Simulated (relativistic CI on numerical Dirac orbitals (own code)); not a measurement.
Hyperfine structure of Co11+, mass number 59

Computed by Dirac-Coulomb-Breit CI, separate exchange-only KLI orbitals for each configuration, model QED (radiative potential, 1s self-energy scaled to tabulated hydrogen-like ionisation energies), unscaled Slater integrals (own radial code, finite nucleus).

CI space (outside the closed core [Ne]): 3s2 3p4, 3s 3p5, 3p6, 3s2 3p3 3d, 3s 3p4 3d, 3p5 3d, 3s 3p3 3d2, 3s2 3p3 4s, 3s2 3p3 4p, 3s2 3p2 3d 4p, 3p5 4s, 3p5 4p, 3s 3p3 3d 4s, 3s2 3p2 3d2, 3s2 3p 3d3, 3s 3p2 3d3, 3s2 3p 3d2 4s, 3s2 3p 3d2 4p, 3p4 3d2, 3p3 3d3, 3p3 3d2 4s, 3p3 3d2 4p. Double excitations out of closed p, d and f shells are left out; levels of such configurations are missing from the list, as are those of other unlisted configurations, and high levels can miss mixing partners.

Nuclear spin I = 7/2, μ = 4.615 μN, Q = 0.42 b (tables of Stone and Pyykkö). The electronic factors are computed for point nuclear moments, without core polarisation or the Bohr-Weisskopf and QED corrections.

```csv
Level,E (cm⁻¹),A (MHz),B (MHz)
3s2 3p4 3P_2,0,6634,3240
3s2 3p4 3P_1,15641,-160.5,-1850
3s2 3p4 1D_2,44177,13100,-6970
3s 3p5 3P°_2,304659,28460,-3370
3s 3p5 3P°_1,316318,27210,1690
3s 3p5 1P°_1,394197,17380,-2770
3s2 3p3 3d 5D°_1,417997,1637,-251
3s2 3p3 3d 5D°_2,418243,1866,-131
```

Levels with J = 0, under 50 % of one LS term, or S terms without an open s electron are left out. Small factors come from cancelling terms and can be off by tens of per cent or more.

At this charge energies of transitions that change n are usually good to better than 1 %, and those within a shell (Δn = 0) to a few per cent.

Q: Give the hyperfine levels of 3s2 3p4 3P_2 relative to its centre of gravity.

A: With K = F(F + 1) − I(I + 1) − J(J + 1), E = AK/2 + B[¾K(K + 1) − I(I + 1)J(J + 1)]/[2I(2I − 1)J(2J − 1)]: F = 3/2: -57970, F = 5/2: -42830, F = 7/2: -20830, F = 9/2: 8851, F = 11/2: 47250 MHz.

LS names give the leading component of a level, which can be under half, so a name can repeat, a term be missing and a line seem to break the LS rules.
